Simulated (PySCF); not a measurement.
This PySCF input asks for the NMR shieldings of SMILES O1/C(=C/B(F)F)C=C1, C₄H₃BF₂O; the geometry comes from GFN2-xTB.

```python
import basis_set_exchange as bse
import numpy as np
from pyscf import gto, dft
from pyscf.prop import nmr

atoms = """
F     1.976161    1.420276    0.475584
B     2.055279    0.103620    0.514714
F     3.250640   -0.357661    0.823103
C     0.860599   -0.829312    0.226318
C    -0.353140   -0.381750   -0.086844
C    -1.084252    0.874454   -0.288095
C    -2.154715    0.107604   -0.547673
O    -1.510765   -1.125415   -0.368858
H     0.995341   -1.900993    0.275171
H    -0.838997    1.910626   -0.239927
H    -3.190726    0.181221   -0.809456
"""
names = dict.fromkeys(["F", "B", "C", "O", "H"], "pcSseg-1")
basis = {el: gto.basis.parse(bse.get_basis(n, elements=[el], fmt="nwchem")) for el, n in names.items()}
mol = gto.M(atom=atoms, basis=basis, charge=0, verbose=0)
mf = dft.RKS(mol, xc="PBE0")
mf.grids.level = 2
mf.grids.alignment = dft.numint.BLKSIZE   # the property module wants whole blocks of grid points
mf.conv_tol = 1e-9
mf.kernel()

calc = nmr.RKS(mf)   # GIAO
C = mf.mo_coeff
Co = C[:, mf.mo_occ > 0]
resp = mf.gen_response(singlet=True, hermi=2)
def vind(x):   # induced exchange potential for any number of trial vectors
    d = np.einsum("pi,xij,qj->xpq", C, 2 * x.reshape(-1, C.shape[1], Co.shape[1]), Co, optimize=True)
    return np.einsum("xpq,pi,qj->xij", resp(d - d.transpose(0, 2, 1)), C, Co, optimize=True).ravel()
mo1, _ = nmr.rhf.solve_mo1(calc, with_cphf=vind)
sigma = calc.kernel(mo1)
for i, s in enumerate(sigma):   # ppm
    print("%2d %-2s %9.2f" % (i, mol.atom_pure_symbol(i), np.trace(s) / 3))
```

**Question.** What does it print?

**Answer.** 
```
 0 F     262.18
 1 B      76.34
 2 F     247.05
 3 C      92.18
 4 C      -0.92
 5 C      73.85
 6 C      12.35
 7 O     115.22
 8 H      26.75
 9 H      25.87
10 H      24.07
```

These numbers come from an equivalent density-fitted implementation of the same equations, which agrees with the script to about 0.01 ppm for H and up to a few tenths of a ppm for heavy atoms, so last digits may differ.

Size and cost of the density-fitted run: 151 basis functions, 14 s wall time on 1 thread of an Arm Neoverse V2, shared host; peak memory 0.7 GiB.
